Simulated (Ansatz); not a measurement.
Harmonic frequencies (cm⁻¹) at PBE0-D4/def2-TZVP from Ansatz: 113, 314, 386, 486, 739, 741, 798, 811, 898, 1039, 1041, 1154, 1206, 1344, 1476, 3094, 3122, 3160.

Problem. Which molecule is it?
A. `FC1SCS1`
B. `[SiH3]C1=C(Cl)B1`
C. `O[SiH]1[AlH][Al]1[F]`
D. `FCC(=S)S`

Solution. A.
